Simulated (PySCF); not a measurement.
AsF$_{3}$, charge +1, doublet, geometry from GFN2-xTB (a state made from the parent by changing its charge; the spin is typed, not shown lowest); R2SCAN/STO-3G run with PySCF.

PySCF was given this input:
```python
from pyscf import gto, scf, dft

mol = gto.Mole()
mol.atom = '''
    F    -0.863835   -1.205211   -0.444522
    As    0.010843   -0.004813    0.371182
    F     1.460239   -0.125053   -0.498407
    F    -0.636160    1.347910   -0.418070
'''
mol.basis = 'sto-3g'
mol.charge = 1
mol.spin = 1
mol.verbose = 4
mol.build()

mf = dft.UKS(mol)
mf.xc = 'r2scan'
mf.level_shift = 0.1
mf.max_cycle = 100
mf.kernel()
mf.analyze()
```

What the program printed (banner, timings and long lists left out):

```
PySCF version 2.14.0

[INPUT] verbose = 4
[INPUT] num. atoms = 4
[INPUT] num. electrons = 59
[INPUT] charge = 1
[INPUT] spin (= nelec alpha-beta = 2S) = 1
[INPUT] symmetry False subgroup None
[INPUT] Mole.unit = angstrom
[INPUT] Symbol           X                Y                Z      unit          X                Y                Z       unit  Magmom
[INPUT]  1 F     -0.863835000000  -1.205211000000  -0.444522000000 AA   -1.632411566814  -2.277518712313  -0.840024836344 Bohr   0.0
[INPUT]  2 As     0.010843000000  -0.004813000000   0.371182000000 AA    0.020490300369  -0.009095251838   0.701432322368 Bohr   0.0
[INPUT]  3 F      1.460239000000  -0.125053000000  -0.498407000000 AA    2.759451786409  -0.236315921055  -0.941852728566 Bohr   0.0
[INPUT]  4 F     -0.636160000000   1.347910000000  -0.418070000000 AA   -1.202168171403   2.547180740562  -0.790037800897 Bohr   0.0

nuclear repulsion = 328.412487094465
number of shells = 17
number of NR pGTOs = 99
number of NR cGTOs = 33
basis = sto-3g
ecp = {}

******** <class 'pyscf.dft.uks.UKS'> ********
method = UKS
initial guess = minao
damping factor = 0
level_shift factor = 0.1
DIIS = <class 'pyscf.scf.diis.CDIIS'>
diis_start_cycle = 1
diis_space = 8
diis_damp = 0
SCF conv_tol = 1e-09
SCF conv_tol_grad = None
SCF max_cycles = 100
direct_scf = True
direct_scf_tol = 1e-13
number electrons alpha = 30  beta = 29
XC library pyscf.dft.libxc version 7.1.2
    S. Lehtola, C. Steigemann, M. J. T. Oliveira, and M. A. L. Marques,  SoftwareX 7, 1–5 (2018)
XC functionals = r2scan
    J. W. Furness, A. D. Kaplan, J. Ning, J. P. Perdew, and J. Sun,  J. Phys. Chem. Lett. 11, 8208–8215 (2020)
    J. W. Furness, A. D. Kaplan, J. Ning, J. P. Perdew, and J. Sun,  J. Phys. Chem. Lett. 11, 9248–9248 (2020)
    J. W. Furness, A. D. Kaplan, J. Ning, J. P. Perdew, and J. Sun,  J. Phys. Chem. Lett. 11, 8208–8215 (2020)
    J. W. Furness, A. D. Kaplan, J. Ning, J. P. Perdew, and J. Sun,  J. Phys. Chem. Lett. 11, 9248–9248 (2020)
radial grids:
    Treutler-Ahlrichs [JCP 102, 346 (1995); DOI:10.1063/1.469408] (M4) radial grids

becke partition: Becke, JCP 88, 2547 (1988); DOI:10.1063/1.454033
pruning grids: <function nwchem_prune>
grids dens level: 3
symmetrized grids: False
atomic radii adjust function: <function treutler_atomic_radii_adjust>
small_rho_cutoff = 0
Set gradient conv threshold to 3.16228e-05
tot grids = 63216
init E= -2503.47390032482

cycle= 1 E= -2505.4269735641  delta_E= -1.95  |g|= 0.278  |ddm|= 1.96
cycle= 2 E= -2505.41967839514  delta_E= 0.0073  |g|= 0.308  |ddm|= 0.956
cycle= 3 E= -2505.49522200911  delta_E= -0.0755  |g|= 0.0557  |ddm|= 0.389
cycle= 4 E= -2505.49799712341  delta_E= -0.00278  |g|= 0.00961  |ddm|= 0.0812
cycle= 5 E= -2505.4980915683  delta_E= -9.44e-05  |g|= 0.00162  |ddm|= 0.0164
cycle= 6 E= -2505.49809557011  delta_E= -4e-06  |g|= 0.000498  |ddm|= 0.0042
cycle= 7 E= -2505.49809596859  delta_E= -3.98e-07  |g|= 0.000116  |ddm|= 0.00144
cycle= 8 E= -2505.49809600246  delta_E= -3.39e-08  |g|= 3.96e-05  |ddm|= 0.000446
cycle= 9 E= -2505.49809600693  delta_E= -4.48e-09  |g|= 1.1e-05  |ddm|= 0.000162
cycle= 10 E= -2505.49809600741  delta_E= -4.83e-10  |g|= 6.31e-06  |ddm|= 5.64e-05
Extra cycle  E= -2505.49809600721  delta_E= 2.06e-10  |g|= 1.86e-05  |ddm|= 5.39e-05
converged SCF energy = -2505.49809600721  <S^2> = 0.75495474  2S+1 = 2.0049486
**** SCF Summaries ****
Total Energy =                       -2505.498096007208915
Nuclear Repulsion Energy =             328.412487094464609
One-electron Energy =                -4145.827040836189553
Two-electron Energy =                 1311.916457734515916
Two-electron Coulomb Energy =         1426.954926993536901
DFT Exchange-Correlation Energy =     -115.038469259021070
**** MO energy ****
                             alpha | beta                alpha | beta
MO #1   energy= -420.727580188891  | -420.727104059326  occ= 1 | 1
MO #2   energy= -52.1354500990546  | -52.1351096687187  occ= 1 | 1
MO #3   energy= -47.6133357812445  | -47.613088331288   occ= 1 | 1
MO #4   energy= -47.6133356476109  | -47.6130881943231  occ= 1 | 1
MO #5   energy= -47.6129053936899  | -47.6121894934305  occ= 1 | 1
MO #6   energy= -24.5353610071371  | -24.5302525292668  occ= 1 | 1
MO #7   energy= -24.5349101792082  | -24.5298108115876  occ= 1 | 1
MO #8   energy= -24.53490244127    | -24.5298039636981  occ= 1 | 1
MO #9   energy= -6.68100621443328  | -6.6805386248432   occ= 1 | 1
MO #10  energy= -4.79401241385265  | -4.79364688483031  occ= 1 | 1
MO #11  energy= -4.79401223582903  | -4.79364672236185  occ= 1 | 1
MO #12  energy= -4.78939595647097  | -4.78804262273054  occ= 1 | 1
MO #13  energy= -1.42704505833358  | -1.41009606094464  occ= 1 | 1
MO #14  energy= -1.39255623197591  | -1.3728989521776   occ= 1 | 1
MO #15  energy= -1.39254728903176  | -1.37289485384997  occ= 1 | 1
MO #16  energy= -0.975363311669248 | -0.97464420124193  occ= 1 | 1
MO #17  energy= -0.975355812297964 | -0.974636430283649 occ= 1 | 1
MO #18  energy= -0.972017079471948 | -0.970913838137709 occ= 1 | 1
MO #19  energy= -0.972013902245059 | -0.970910859885419 occ= 1 | 1
MO #20  energy= -0.970935600265534 | -0.969280489952433 occ= 1 | 1
MO #21  energy= -0.787017262167538 | -0.77150305338258  occ= 1 | 1
MO #22  energy= -0.659295439148426 | -0.639041927357188 occ= 1 | 1
MO #23  energy= -0.659286496330416 | -0.639032808767695 occ= 1 | 1
MO #24  energy= -0.620637984882792 | -0.597228416444011 occ= 1 | 1
MO #25  energy= -0.533850260229242 | -0.514870425788317 occ= 1 | 1
MO #26  energy= -0.533842121407605 | -0.514863636274408 occ= 1 | 1
MO #27  energy= -0.520628047831715 | -0.504025380774216 occ= 1 | 1
MO #28  energy= -0.520619490688363 | -0.504017679591382 occ= 1 | 1
MO #29  energy= -0.511846514711193 | -0.502935068768077 occ= 1 | 1
MO #30  energy= -0.480493285719567 | -0.430973532919695 occ= 1 | 0
MO #31  energy= -0.18076747061908  | -0.156909666598143 occ= 0 | 0
MO #32  energy= -0.180758175018018 | -0.156899476286256 occ= 0 | 0
MO #33  energy= -0.116119663630872 | -0.104240406797802 occ= 0 | 0

To work with the spin densities directly, `use mulliken_meta_spin()` only printing them here.

 ** Mulliken spin pop alpha/beta on meta-lowdin orthogonal AOs **
 ** Mulliken Spin Density (per AO)  **
spin_pop of  0 F 1s       -0.00000
spin_pop of  0 F 2s        0.00017
spin_pop of  0 F 2px      -0.00083
spin_pop of  0 F 2py      -0.00142
spin_pop of  0 F 2pz       0.24657
spin_pop of  1 As 1s        0.00000
spin_pop of  1 As 2s        0.00001
spin_pop of  1 As 3s        0.00013
spin_pop of  1 As 4s        0.15070
spin_pop of  1 As 2px      -0.00000
spin_pop of  1 As 2py      -0.00000
spin_pop of  1 As 2pz       0.00000
spin_pop of  1 As 3px      -0.00004
spin_pop of  1 As 3py      -0.00004
spin_pop of  1 As 3pz       0.00015
spin_pop of  1 As 4px      -0.02176
spin_pop of  1 As 4py      -0.02188
spin_pop of  1 As 4pz       0.15814
spin_pop of  1 As 3dxy      0.00001
spin_pop of  1 As 3dyz     -0.00019
spin_pop of  1 As 3dz^2     0.00135
spin_pop of  1 As 3dxz     -0.00019
spin_pop of  1 As 3dx2-y2    0.00002
spin_pop of  2 F 1s       -0.00000
spin_pop of  2 F 2s        0.00017
spin_pop of  2 F 2px      -0.00108
spin_pop of  2 F 2py      -0.00411
spin_pop of  2 F 2pz       0.24956
spin_pop of  3 F 1s       -0.00000
spin_pop of  3 F 2s        0.00017
spin_pop of  3 F 2px      -0.00198
spin_pop of  3 F 2py       0.00113
spin_pop of  3 F 2pz       0.24526
 ** Mulliken Spin Density (per atom)  **
spin density of  0 F =      0.24448
spin density of  1 As =      0.26640
spin density of  2 F =      0.24454
spin density of  3 F =      0.24457
 ** Mulliken pop alpha/beta on meta-lowdin orthogonal AOs **
 ** Mulliken pop       alpha | beta **
pop of  0 F 1s        0.99998 | 0.99998
pop of  0 F 2s        0.96631 | 0.96615
pop of  0 F 2px       0.88879 | 0.88962
pop of  0 F 2py       0.84006 | 0.84148
pop of  0 F 2pz       0.92541 | 0.67884
pop of  1 As 1s        1.00000 | 1.00000
pop of  1 As 2s        0.99998 | 0.99998
pop of  1 As 3s        0.99998 | 0.99985
pop of  1 As 4s        0.86356 | 0.71286
pop of  1 As 2px       1.00000 | 1.00000
pop of  1 As 2py       1.00000 | 1.00000
pop of  1 As 2pz       1.00000 | 1.00000
pop of  1 As 3px       0.99927 | 0.99931
pop of  1 As 3py       0.99927 | 0.99931
pop of  1 As 3pz       0.99948 | 0.99933
pop of  1 As 4px       0.35483 | 0.37659
pop of  1 As 4py       0.35469 | 0.37657
pop of  1 As 4pz       0.57568 | 0.41754
pop of  1 As 3dxy      0.99836 | 0.99835
pop of  1 As 3dyz      0.99751 | 0.99770
pop of  1 As 3dz^2     0.99989 | 0.99855
pop of  1 As 3dxz      0.99726 | 0.99746
pop of  1 As 3dx2-y2    0.99856 | 0.99854
pop of  2 F 1s        0.99998 | 0.99998
pop of  2 F 2s        0.96631 | 0.96615
pop of  2 F 2px       0.79252 | 0.79360
pop of  2 F 2py       0.94287 | 0.94698
pop of  2 F 2pz       0.91887 | 0.66931
pop of  3 F 1s        0.99998 | 0.99998
pop of  3 F 2s        0.96631 | 0.96615
pop of  3 F 2px       0.91377 | 0.91576
pop of  3 F 2py       0.81203 | 0.81091
pop of  3 F 2pz       0.92847 | 0.68321
In total            30.00000 | 29.00000
 ** Mulliken atomic charges   ( Nelec_alpha | Nelec_beta ) **
charge of  0F =      0.00338  (     4.62055      4.37607 )
charge of  1As =      0.98974  (    16.13833     15.87193 )
charge of  2F =      0.00343  (     4.62055      4.37601 )
charge of  3F =      0.00344  (     4.62057      4.37599 )

WARN: System has nonzero charge 1; the dipole moment is origin-dependent.
Location of origin: [0. 0. 0.]

Dipole moment(X, Y, Z, Debye):  0.02389, -0.01023,  0.81320
```
